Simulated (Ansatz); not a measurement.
Al(H2O)Cl3 (AlCl₃OH₂). The state is a singlet with charge 0. Geometry PBE-D4/def2-SVP; atoms count from 1.

```xyz
7

Al   -0.027   -0.358   -0.720
O    -0.148    0.161    1.189
H    -0.649    1.007    1.213
H     0.768    0.366    1.482
Cl   -0.863   -2.288   -0.885
Cl    2.097   -0.178   -0.839
Cl   -1.178    1.291   -1.441
```

Question: Estimate the Mulliken populations from the PBE0/def2-TZVP orbitals of Ansatz.

Answer: 
```
atom  charge (e)
 Al1        0.53
  O2       -0.45
  H3        0.38
  H4        0.38
 Cl5       -0.26
 Cl6       -0.29
 Cl7       -0.29
```
Mulliken values depend strongly on the basis.

Question: And the Mayer bond orders between heavy atoms (over 0.3)?

Answer: Al1–O2 0.52 (1.98 Å); Al1–Cl5 1.19 (2.11 Å); Al1–Cl6 1.12 (2.14 Å); Al1–Cl7 1.12 (2.14 Å).
